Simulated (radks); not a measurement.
The hafnium ion Hf2+ inside a hard spherical wall (all orbitals vanish at R), configuration held at [Xe] 4f14 5d2 and not refilled when levels cross. Calculated with a radial shooting solver on a logarithmic mesh with Libxc functionals: scalar-relativistic Kohn-Sham, PBE, spin-polarised, spherical densities, finite nucleus; open shells are filled with parallel spins first (spin-orbit coupling, left out, can overturn this in heavy ions); Fermi nuclear charge, rms radius 5.347 fm. Eigenvalues in eV for spin up, with the zero of energy where the potential of the charges vanishes at infinity; a dash marks a level that is unbound or too diffuse for the functional's potential to be trusted. A positive occupied level is held by the wall or, in an anion where self-interaction has pushed it up, behind a barrier. The pressure on the wall is -dE/dV.

| R (bohr) | E (hartree) | kinetic (hartree) | e(5s) | e(5p) | e(4f) | e(6s, empty) | e(5d) | e(6p, empty) | pressure (GPa) |
|---|---|---|---|---|---|---|---|---|---|
| free | -15075.3743 | 16512.325 | -82.336 | -51.070 | -31.910 | -17.992 | -17.332 | -12.369 | 0 |
| 20 | -15075.3743 | 16512.325 | -82.336 | -51.070 | -31.910 | -17.992 | -17.332 | -12.369 | < 0.0001 |
| 8 | -15075.3742 | 16512.326 | -82.327 | -51.061 | -31.901 | -17.978 | -17.324 | -12.278 | 0.00747 |
| 7 | -15075.3736 | 16512.332 | -82.293 | -51.029 | -31.866 | -17.918 | -17.292 | -12.042 | 0.0562 |
| 5 | -15075.3551 | 16512.454 | -81.730 | -50.506 | -31.276 | -16.535 | -16.658 | -8.973 | 2.89 |
| 3.5 | -15075.1394 | 16513.579 | -79.039 | -47.966 | -28.263 | -6.145 | -12.483 | 7.278 | 82.7 |
| 3 | -15074.7460 | 16515.635 | -76.130 | -44.971 | -24.784 | 6.991 | -7.357 | 25.105 | 344 |
| 2 | -15068.1820 | 16545.660 | -50.279 | -14.357 | 4.376 | 119.36 | 37.704 | 157.57 | 11700 |
| 1.5 | -15042.8597 | 16641.972 | 20.169 | 70.201 | 63.711 | 369.07 | 145.72 | 429.03 | 111000 |
